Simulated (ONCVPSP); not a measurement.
## Pseudopotential generation for bismuth (Bi): ONCV, PBE, fully relativistic.

| Property | Result |
| --- | --- |
| Element | Bi (Z = 83) |
| Generator | ONCVPSP 4.0.1 |
| Type | optimised norm-conserving Vanderbilt (ONCV) |
| Functional | PBE |
| Relativity | fully relativistic |
| Frozen core | [Xe] 4f14 5d10 |
| Valence charge | 5 |
| Reference configuration | 6s1 6p4 |
| Partial waves | 6s: rc 1.50 bohr, ncon 4, nbas 8, qcut 5.1 1/bohr, 2 projectors, debl 3.3 Ha; 6p: rc 2.10 bohr, ncon 4, nbas 7, qcut 4.7 1/bohr, 3 projectors, debl 2.2 Ha; d scattering state at 0.12 Ha: rc 1.85 bohr, ncon 4, nbas 8, qcut 5.6 1/bohr, 1 projector |
| Local potential | polynomial inside 1.35 bohr (lpopt 5, dvloc0 0 Ha) |
| Core correction | Teter function, fcfact 2.25, rcfact 1.75 |

Open shells are filled in proportion to 2j + 1.

All-electron outer shells of the reference configuration (PBE, scalar-relativistic, ld1.x):

| shell | level (eV) | outermost node (bohr) | outermost maximum (bohr) |
| --- | --- | --- | --- |
| 5p | -97.60 | 0.48 | 0.86 |
| 5d | -28.70 | 0.51 | 1.03 |
| 6s | -15.50 | 0.98 | 1.86 |
| 6p | -5.24 | 1.14 | 2.41 |

(1) Is a potential produced?

Results:

(1) No. ONCVPSP 4.0.1 stopped with "optimize: ERROR ps0norm > uunorm, code will stop": the continuity conditions at rc already need more norm inside rc than the all-electron wave has, so norm conservation cannot be met. It happened in the s channel.
